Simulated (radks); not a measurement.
All-electron atom: Ni IV in [Ar] 3d6 4p1 (not the ground configuration). Calculated with a radial shooting solver on a logarithmic mesh with Libxc functionals: Dirac Kohn-Sham, BLYP, spin-unpolarised, spherical densities, point nucleus; open shells are shared between the two j in proportion to 2j + 1. Some entries of the table are withheld. Estimate them.

orbital,occ.,eigenvalue (eV),<r> (bohr),<1/r> (bohr^-1)
1s1/2,2,-8263.923,(1),28.09
2s1/2,2,(2),0.2448,(3)
2p1/2,2,(4),0.2131,6.049
2p3/2,4,(5),0.2163,5.924
3s1/2,2,-160.3466,0.7290,1.953
3p1/2,2,-121.8833,0.7526,(6)
3p3/2,4,-119.5617,0.7617,(7)
3d3/2,2.4,-56.3359,0.8485,1.517
3d5/2,3.6,-56.0408,0.8521,1.510
4p1/2,0.333333,-28.7329,2.325,0.5650
4p3/2,0.666667,-28.4725,2.345,0.5595

Answer. 
(1) 1s1/2 <r> (bohr): 0.05409
(2) 2s1/2 eigenvalue (eV): -1034.051
(3) 2s1/2 <1/r> (bohr^-1): 6.096
(4) 2p1/2 eigenvalue (eV): -908.7631
(5) 2p3/2 eigenvalue (eV): -891.2737
(6) 3p1/2 <1/r> (bohr^-1): 1.834
(7) 3p3/2 <1/r> (bohr^-1): 1.805
